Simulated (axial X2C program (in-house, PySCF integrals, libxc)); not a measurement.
Ionising BiP

All values come from calculations with an in-house all-electron X2C program for linear molecules (integrals from PySCF), spin-free (one-electron X2C) or two-component (2c: spin–orbit coupling with atomic mean-field Coulomb and Gaunt terms, which also bring small scalar terms), in Dyall basis sets with cores contracted in-house; open shells are unrestricted.

Basis sets: Bi dyall-cv3z, P dyall-v3z. Frozen shells (counts by l): BiP Bi 5s4p3d1f, P 2s1p, 10 electrons correlated; BiP⁺ Bi 5s4p3d1f, P 2s1p, 9 electrons correlated. Coupled cluster in natural virtuals with an MP2 remainder. Where the outer core of a metal is frozen, bonds come out longer and ionisation energies lower.

```json
{"Hamiltonian": "spin-free", "level": "HF", "BiP state": "M_S = 0, Λ = 0", "Re (Å)": "2.225", "ωe (cm⁻¹)": "542.3", "De (eV)": "-0.33"}
{"Hamiltonian": "spin-free", "level": "CCSD", "BiP state": "M_S = 0, Λ = 0", "Re (Å)": "2.288", "ωe (cm⁻¹)": "469.5", "De (eV)": "2.45"}
{"Hamiltonian": "spin-free", "level": "CCSD(T)", "BiP state": "M_S = 0, Λ = 0", "Re (Å)": "2.312", "ωe (cm⁻¹)": "441.4", "De (eV)": "2.85"}
```

Adiabatic ionisation energy (minimum to minimum, no zero-point term) and constants of BiP⁺:

```
Hamiltonian    level        BiP⁺ state  IE (eV)  Re (Å)  ωe (cm⁻¹)  De (eV)  fragments
  spin-free       HF  M_S = 1/2, Λ = 1     7.19   2.499      299.5     0.70    Bi+ + P
  spin-free     CCSD  M_S = 1/2, Λ = 1     8.87   2.389      379.6     2.15    Bi+ + P
  spin-free  CCSD(T)  M_S = 1/2, Λ = 1     9.06   2.386      398.1     2.38    Bi+ + P
```

Q: Add the zero-point terms to the ionisation energy at CCSD(T), spin-free, and say whether the electron removed was bonding.

A: IE0 = IE + (ωe⁺ − ωe)/2 = 9.06 + (-0.003) = 9.06 eV. Re changes by 0.074 Å, so the bond lengthens, as on loss of a bonding electron.

Q: Close the cycle De(BiP⁺) + IE(BiP) = De(BiP) + IE(Bi) to find the atomic ionisation energy at CCSD(T), spin-free.

A: IE(Bi) = 2.38 + 9.06 − 2.85 = 8.59 eV, for the determinants used.

Each entry is the lowest single determinant of a limited PBE0 search at one distance. De goes to single-determinant-based atoms at the same level (for ions the charge split of lowest energy) and is withheld (n/a) where an atom does not fit its ground term or J level. Main or longest-lived isotopes. One determinant is a doubtful description, or other states lie close, for BiP⁺; these need not be ground states, and all values refer to the states named.
